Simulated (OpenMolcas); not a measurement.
## W3+: moving or changing the point charges

W3+ among 6 point charges of -1.7 e arranged as a tetragonal octahedron (D4h), 2.26 Å from the ion, with the axial distance 2.599 Å.

| Item | Value |
| --- | --- |
| Program | OpenMolcas |
| Method | CASSCF |
| Basis | ANO-RCC-VTZP [8s7p5d3f2g1h] |
| Scalar Hamiltonian | DKH2, point nucleus |
| Active space | 3 electrons in 5 orbitals (5d) |
| State averaging | 2S+1 = 4 even, 10 roots; 2S+1 = 2 even, 40 roots |
| Spin-orbit coupling | RASSI with atomic mean-field integrals over the reference wave functions |

Runs around this geometry, states (labels of D4, the rotations of D4h). Energies in cm-1 above the lowest state or level, χT in cm3 K/mol.

```csv
R (Å),q (e),Axial / equatorial distance,Ground state,First state of that spin,First gap with spin-orbit (degeneracies),χT at 300 K,First state of another spin
2.26,-1.7,1.06,4B1,4E 7286,"182.6 (2, 2)",0.507,2A1 13983
2.26,-0.85,1.15,4B1,4E 2797,"542.7 (2, 2)",0.164,2A1 13828
2.26,-1.7,1.15,4B1,4E 5008,"543.5 (2, 2)",0.328,2E 13282
2.46,-1.7,1.15,4B1,4E 3288,"669.3 (2, 2)",0.197,2E 13737
```

Taking the first state of the same spin as R^-n, n = -ln(3288 / 5008) / ln(2.46 / 2.26) = 5.0 between the shortest and longest distance.

Scaling the charges by -0.85 / -1.7 = 0.50 scales the first state of the same spin by 2797 / 5008 = 0.56; with fixed orbitals a first-order splitting would follow the charge.

Without dynamic correlation the repulsion within the d shell is too large (B by tens of per cent), so at a given field states of lower spin stand too high. Spin-orbit coupling mixes the spin-free states strongly: the lowest level takes only 42 % from its leading state, 4B1 (figures for R = 2.26, q = -0.85, ratio = 1.15; the like holds for R = 2.26, q = -1.7, ratio = 1.15, R = 2.46, q = -1.7, ratio = 1.15). This is an electrostatic model: the charges have no orbitals. No measured value stands beside these numbers.
